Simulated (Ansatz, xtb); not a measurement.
## C5H7BrS: which of two isomers lies lower

Structure a: `C=C[C@H](Br)C(C)=S`, a singlet. Structure b: `Br/C=C\C1CSC1`, a singlet. Both are isolated molecules in the gas phase, relaxed with PBE-D3(BJ)/def2-SVP; the shapes shown needn't be the lowest conformers.

a (Å):

```csv
atom,x (Å),y (Å),z (Å)
C,-1.2391,1.0459,-0.9590
C,-0.1393,0.3070,-1.1928
C,0.5398,-0.4960,-0.1325
C,0.6385,-1.9841,-0.4123
C,1.1724,-2.4058,-1.7512
Br,2.4315,0.1830,0.0775
S,0.1014,-3.0474,0.7173
H,-1.7298,1.6112,-1.7660
H,-1.6846,1.1111,0.0472
H,0.2956,0.2598,-2.2055
H,0.0871,-0.3406,0.8622
H,1.3807,-3.4899,-1.7663
H,0.4158,-2.1855,-2.5364
H,2.0867,-1.8339,-2.0132
```

b (Å):

```xyz
14

C     0.3503   -0.7032   -0.2313
C    -0.4653   -0.4108    0.7977
C    -1.5885   -1.2334    1.3389
C    -2.9827   -0.5550    1.4046
C    -1.5356   -1.5807    2.8505
Br    0.2512   -2.2903   -1.2666
S    -3.3768   -1.4124    3.0017
H     1.1580   -0.0365   -0.5658
H    -0.2747    0.5574    1.2977
H    -1.6757   -2.1737    0.7589
H    -2.9238    0.5450    1.5453
H    -3.6740   -0.7792    0.5691
H    -1.1333   -2.5799    3.1076
H    -1.0125   -0.8095    3.4549
```

Question: Estimate E(b) − E(a) at the level CCSD(T)/def2-SVP + ΔMP2/def2-TZVPP.

Answer: Calculated at CCSD(T)/def2-SVP + ΔMP2/def2-TZVPP: E(b) − E(a) = +0.177 eV, so structure a lies lower.

How the difference moves with the method:

```csv
level,geometry,E(b) − E(a) (eV),departure from the last row (eV),"job, with rough time for the two"
PBE-D3(BJ)/def2-SVP,PBE-D3(BJ)/def2-SVP,+0.146,−0.031,"optimisation, 65 s"
HF/def2-SVP,PBE-D3(BJ)/def2-SVP,+0.250,+0.073,part of the CCSD(T) run
MP2/def2-SVP,PBE-D3(BJ)/def2-SVP,+0.318,+0.142,part of the CCSD(T) run
CCSD(T)/def2-SVP,PBE-D3(BJ)/def2-SVP,+0.337,+0.160,single point
CCSD(T)/def2-SVP + ΔMP2/def2-TZVPP,PBE-D3(BJ)/def2-SVP,+0.177,,"single point, 2.3 min"
```

As drawn, b has 2 C–S in place of 1 C=S. Structure a has no ring, b a 4-membered ring.

None of the levels shown reverses the order. The largest departure from CCSD(T)/def2-SVP + ΔMP2/def2-TZVPP is that of CCSD(T)/def2-SVP, 0.160 eV. Levels run at GFN2-xTB geometries aren't shown. The last row adds to CCSD(T) the change of the MP2 difference between the two basis sets, here −0.160 eV, a large step that makes the value less sure.

With thermal terms from frequencies at re-optimised GFN2-xTB minima (ideal gas, soft modes damped towards free rotors, one conformer each, 298.15 K, 1 atm): on the last row, ΔE + ΔZPE = +0.235, ΔH = +0.200, ΔG = +0.267 eV.

The correlated steps freeze 19 core orbitals; the filled d shell of Br is correlated, in a basis made for valence electrons. Mirror images aren't counted in ΔG. Programs: Ansatz 0.2.0, xtb 6.7.1; the last row on 4 threads of Arm Neoverse V1 on a shared host.
